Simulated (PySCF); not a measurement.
# Molecular orbitals of TmP

r²SCANh at R = 2.815 Å; PySCF, spin-free X2C with a Gaussian nucleus, basis sets Tm x2c-SVPall, P x2c-SVPall. State: quintet, about 12.8 electrons in the 4f shell (Mulliken), real f orbitals that mix terms. Only the outer orbitals are listed, counted within each symmetry.

| spin | orbital | occ. | ε (eV) | on Tm (%) | main shells (%) |
| --- | --- | --- | --- | --- | --- |
| α | 18σ | 1 | -4.05 | 85 | 64 Tm s, 15 P p, 12 Tm p |
| α | 10π | 0 | -0.93 | 100 | 59 Tm p, 41 Tm d |
| α | 10π | 0 | -0.93 | 100 | 59 Tm p, 41 Tm d |
| α | 4δ | 0 | -0.81 | 100 | 100 Tm d |
| β | 1φ | 1 | -4.08 | 99 | 99 Tm f |
| β | 1φ | 1 | -4.08 | 99 | 99 Tm f |
| β | 17σ | 1 | -3.66 | 99 | 85 Tm f, 14 Tm s |
| β | 9π | 0 | -2.66 | 27 | 73 P p, 18 Tm d |
| β | 9π | 0 | -2.66 | 27 | 73 P p, 18 Tm d |
| β | 18σ | 0 | -2.38 | 84 | 52 Tm s, 16 P p, 14 Tm f |

Problem. Which are the highest filled and the lowest empty level, where do they sit, and how wide is the gap?

Solution. Highest filled β 17σ at -3.66 eV (in %: 85 Tm f, 14 Tm s); lowest empty β 9π at -2.66 eV (in %: 73 P p, 18 Tm d); the gap at r²SCANh is 1.00 eV.

| Quantity | Value |
| --- | --- |
| bond order (Mayer) | 1.12 |
| ⟨S²⟩ | 6.013 |
| charge on Tm (Mulliken, basis-dependent) | 0.29 |
| charge on Tm (Löwdin, basis-dependent) | 0.05 |
| dipole moment (positive dipole means Tm(−)P(+)) | -3.91 D |

Spin–orbit coupling is left out. With d or f electrons several states lie close, and the lowest PBE0 determinant need not be the measured ground state.
